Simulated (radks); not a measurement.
Spherical quantum dot in the effective-mass picture: electrons in a well V = -V0 / (1 + exp((r - R)/a)) with V0 = 9.4, R = 4.78, a = 0.17, all in effective atomic units (hartree* = m*/eps^2 hartree, bohr* = eps/m* bohr), one dielectric constant everywhere. Method: non-relativistic Kohn-Sham, LDA (Slater exchange, Perdew-Wang correlation), spin-polarised, spherical densities; computed with a radial shooting solver with Libxc functionals. Levels are named by radial order and angular momentum (1s, 1p, 1d, 2s, ...), and open shells are averaged over m.

N = 29, configuration 1s2 1p6 1d10 1f(up 7, down 4). This is the lowest configuration that the search found. Occupied and some empty levels:

level    occupation  eigenvalue (hartree*)  <r> (bohr*)
1s up             1                -1.7940        3.455
1s down           1                -1.7729        3.447
1p up             3                -1.6978        3.536
1p down           3                -1.6760        3.531
1d up             5                -1.5227        3.618
1d down           5                -1.5004        3.615
1f up             7                -1.2777        3.693
1f down           4                -1.2550        3.692
1g up             0               -0.96850        3.762
1g down           0               -0.94553        3.761
2s up             0               -0.93461        2.206
2s down           0               -0.92735        2.201
2p up             0               -0.60193        2.602
2p down           0               -0.59172        2.598
2d up             0               -0.19912        2.859
2d down           0               -0.18669        2.855

Energy (hartree*): total -147.372, kinetic 20.560, external -265.08, Hartree 107.90, exchange-correlation -10.760.
